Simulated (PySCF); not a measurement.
What went wrong, or what changed?

The sound run of [Er(NO2)]2+ (singlet in the valence; each metal's 4f electrons, 11 of them, lie in its core potential, out of spins and levels) uses PySCF 2.14.0, RKS PBE0, Er lcecp-1-SVP with ECP57, O def2-SVP, N def2-SVP; non-relativistic Hamiltonian with scalar-relativistic core potentials where named; density fitting; no spin-orbit coupling, grid (50, 194), threshold 1e-8 and 55 cycles at the relaxed geometry. This run, with dm0 from free metal ions and neutral atoms, differs:

```python
mol = gto.M(atom='''
Er    -0.00000     0.00000    -0.30202
O      1.03719    -0.00000     1.57416
O     -1.03719     0.00000     1.57416
N      0.00000     0.00000     2.30524''',
    basis={'Er': 'lcecp-1-SVP', 'O': 'def2-SVP', 'N': 'def2-SVP'},
    ecp={'Er': 'lcecp-1-SVP'},
    charge=2, spin=0)
mf = dft.RKS(mol, xc='PBE0')
mf.grids.atom_grid = (50, 194)  # f atoms: unpruned, at least (60, 302)
mf = mf.density_fit()  # fitting sets: Er AutoAux, O def2-universal-JKFIT, N def2-universal-JKFIT
mf.conv_tol = 1e-08; mf.max_cycle = 3
mf.kernel(dm0)
```

Q: What was changed, and how did it end?

A: The cycle limit was cut. The SCF did not converge. These settings are unsound on purpose: the numbers aren't the compound's.
```
init E= -237.584658370346
cycle= 1 E= -241.581174128149  delta_E=   -4  |g|= 1.86  |ddm|= 2.87
cycle= 2 E= -232.547700079179  delta_E= 9.03  |g|= 5.12  |ddm|= 5.66
cycle= 3 E= -242.138035282946  delta_E= -9.59  |g|= 0.679  |ddm|= 5.31
SCF not converged.
```

Run from Python with OMP_NUM_THREADS=2; the lines above give its settings.
It took 0.4 s on 2 threads of Intel(R) Xeon(R) Platinum 8488C (Sapphire Rapids), with other jobs on the host.

An lcecp potential fixes the number of 4f electrons, so in runs with it no electron can move into or out of that shell.
